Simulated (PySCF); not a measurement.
C₂H₁₀FNSi₂, singlet, geometry from GFN2-xTB; DF-HF/def2-SVP in PySCF.

The PySCF input:
```python
from pyscf import gto, scf

mol = gto.Mole()
mol.atom = '''
    Si    1.84919030    0.50201633   -0.00069866
    F     1.88269953    0.40840655    1.61341216
    Si    0.07565748   -0.66432429   -0.87123287
    N    -1.38839877   -0.25680210   -0.06533823
    C    -2.60761952   -0.95367271   -0.38634022
    C    -1.63951143    1.01978814    0.55451805
    H     3.14719893   -0.05245216   -0.37192555
    H     1.89194453    1.94989420   -0.20730981
    H     0.02956567   -0.42221830   -2.33405790
    H     0.16341648   -2.12670727   -0.72854944
    H    -3.19797114   -0.41186018   -1.13524465
    H    -2.37381281   -1.93866762   -0.78066656
    H    -3.22054712   -1.06949408    0.51211710
    H    -2.25047991    0.88031587    1.45170078
    H    -0.70259199    1.48841420    0.84653911
    H    -2.17730995    1.70034981   -0.11797074
'''
mol.basis = 'def2-svp'
mol.verbose = 4
mol.max_memory = 1800
mol.build()

mf = scf.RHF(mol)
mf = mf.density_fit(auxbasis='def2-universal-jkfit')
mf.kernel()
```

What the program printed (banner, timings and long lists left out):

```
PySCF version 2.14.0

[INPUT] verbose = 4
[INPUT] num. atoms = 16
[INPUT] num. electrons = 66
[INPUT] charge = 0
[INPUT] spin (= nelec alpha-beta = 2S) = 0
[INPUT] symmetry False subgroup None
[INPUT] Mole.unit = angstrom
[INPUT] Symbol           X                Y                Z      unit          X                Y                Z       unit  Magmom
[INPUT]  1 Si     1.849190300000   0.502016330000  -0.000698660000 AA    3.494463219202   0.948673373759  -0.001320276054 Bohr   0.0
[INPUT]  2 F      1.882699530000   0.408406550000   1.613412160000 AA    3.557786486547   0.771776526978   3.048907108443 Bohr   0.0
[INPUT]  3 Si     0.075657480000  -0.664324290000  -0.871232870000 AA    0.142971916475  -1.255390965996  -1.646391515019 Bohr   0.0
[INPUT]  4 N     -1.388398770000  -0.256802100000  -0.065338230000 AA   -2.623693426983  -0.485285637213  -0.123471360164 Bohr   0.0
[INPUT]  5 C     -2.607619520000  -0.953672710000  -0.386340220000 AA   -4.927686729870  -1.802180234372  -0.730077206704 Bohr   0.0
[INPUT]  6 C     -1.639511430000   1.019788140000   0.554518050000 AA   -3.098227580794   1.927120289680   1.047887245628 Bohr   0.0
[INPUT]  7 H      3.147198930000  -0.052452160000  -0.371925550000 AA    5.947344037224  -0.099120217042  -0.702837428228 Bohr   0.0
[INPUT]  8 H      1.891944530000   1.949894200000  -0.207309810000 AA    3.575257004569   3.684766009878  -0.391758763836 Bohr   0.0
[INPUT]  9 H      0.029565670000  -0.422218300000  -2.334057900000 AA    0.055871018989  -0.797876951779  -4.410730189877 Bohr   0.0
[INPUT] 10 H      0.163416480000  -2.126707270000  -0.728549440000 AA    0.308812391440  -4.018894287421  -1.376758909805 Bohr   0.0
[INPUT] 11 H     -3.197971140000  -0.411860180000  -1.135244650000 AA   -6.043289608863  -0.778302941814  -2.145301472878 Bohr   0.0
[INPUT] 12 H     -2.373812810000  -1.938667620000  -0.780666560000 AA   -4.485856081884  -3.663550848362  -1.475245993006 Bohr   0.0
[INPUT] 13 H     -3.220547120000  -1.069494080000   0.512117100000 AA   -6.085952028057  -2.021050903044   0.967761062706 Bohr   0.0
[INPUT] 14 H     -2.250479910000   0.880315870000   1.451700780000 AA   -4.252790678736   1.663555897408   2.743316889017 Bohr   0.0
[INPUT] 15 H     -0.702591990000   1.488414200000   0.846539110000 AA   -1.327706438413   2.812695197914   1.599727071633 Bohr   0.0
[INPUT] 16 H     -2.177309950000   1.700349810000  -0.117970740000 AA   -4.114519493790   3.213195456856  -0.222932389312 Bohr   0.0

nuclear repulsion = 386.928524438522
number of shells = 70
number of NR pGTOs = 238
number of NR cGTOs = 142
basis = def2-svp
ecp = {}

******** <class 'pyscf.df.df_jk.DFRHF'> ********
method = DFRHF
initial guess = minao
damping factor = 0
level_shift factor = 0
DIIS = <class 'pyscf.scf.diis.CDIIS'>
diis_start_cycle = 1
diis_space = 8
diis_damp = 0
SCF conv_tol = 1e-09
SCF conv_tol_grad = None
SCF max_cycles = 50
direct_scf = False
Set gradient conv threshold to 3.16228e-05
Initial guess from minao.
******** <class 'pyscf.df.df.DF'> ********
auxbasis = def2-universal-jkfit
init E= -813.466396870654
  HOMO = -0.218697273463191  LUMO = 0.0305811450869578  gap/eV = 6.78321
cycle= 1 E= -812.893724528677  delta_E= 0.573  |g|= 0.603  |ddm|= 3.62
  HOMO = -0.364928295452486  LUMO = 0.0809249254137976  gap/eV = 12.13228
cycle= 2 E= -812.97934027257  delta_E= -0.0856  |g|= 0.311  |ddm|= 0.765
  HOMO = -0.359527504585505  LUMO = 0.104747671832992  gap/eV = 12.63357
cycle= 3 E= -812.996604024862  delta_E= -0.0173  |g|= 0.0661  |ddm|= 0.259
  HOMO = -0.354777394864667  LUMO = 0.114382681144107  gap/eV = 12.76650
cycle= 4 E= -812.998011731396  delta_E= -0.00141  |g|= 0.0106  |ddm|= 0.0912
  HOMO = -0.357146587285089  LUMO = 0.111932335099877  gap/eV = 12.76429
cycle= 5 E= -812.998059912599  delta_E= -4.82e-05  |g|= 0.00249  |ddm|= 0.019
  HOMO = -0.35694788873448  LUMO = 0.111697748774013  gap/eV = 12.75250
cycle= 6 E= -812.998063552824  delta_E= -3.64e-06  |g|= 0.000764  |ddm|= 0.00543
  HOMO = -0.357071831405719  LUMO = 0.111799352409096  gap/eV = 12.75863
cycle= 7 E= -812.99806393694  delta_E= -3.84e-07  |g|= 0.000236  |ddm|= 0.00189
  HOMO = -0.357046260203977  LUMO = 0.111798749438434  gap/eV = 12.75792
cycle= 8 E= -812.998063985187  delta_E= -4.82e-08  |g|= 9.23e-05  |ddm|= 0.000787
  HOMO = -0.357063948229882  LUMO = 0.111796489884907  gap/eV = 12.75834
cycle= 9 E= -812.998063991414  delta_E= -6.23e-09  |g|= 3.32e-05  |ddm|= 0.000284
  HOMO = -0.357056443157465  LUMO = 0.111797827477893  gap/eV = 12.75817
cycle= 10 E= -812.998063992252  delta_E= -8.37e-10  |g|= 8.61e-06  |ddm|= 0.00011
  HOMO = -0.357058050718298  LUMO = 0.111797347753295  gap/eV = 12.75821
Extra cycle  E= -812.99806399231  delta_E= -5.84e-11  |g|= 4.27e-06  |ddm|= 2.21e-05
converged SCF energy = -812.99806399231
```
